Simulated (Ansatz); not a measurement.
Species: BiBr₂, net charge -1, singlet state. 
Structure (B3LYP-D3(BJ)/def2-TZVP (Ansatz, an electronic-structure program) minimum search):
```xyz
3

Bi    -0.7914     0.0000     0.0000
Br     0.9384     0.0000     2.1271
Br     0.9384     0.0000    -2.1271
```
Charge -1, spin multiplicity 1.

Problem. Give the harmonic wavenumbers at B3LYP-D3(BJ)/def2-TZVP (Ansatz, finite differences of forces, unscaled).

Solution. 52, 166, 178 cm⁻¹. Zero-point energy 0.6 kcal/mol.

Problem. From these and the geometry, give the ideal-gas thermochemistry at 298.15 K and 1 atm (rigid rotor, harmonic oscillator).

Solution. Point group C2v, rotational symmetry number 2. Rotational constants 1.865, 0.6989, 0.5084 GHz. S(trans) 43.61, S(rot) 29.18, S(vib) 9.60, S(elec, spin only) 0.00, S 82.4 cal/(mol K). H(298) - H(0) 3.65 kcal/mol; G - E(el) -20.3 kcal/mol.
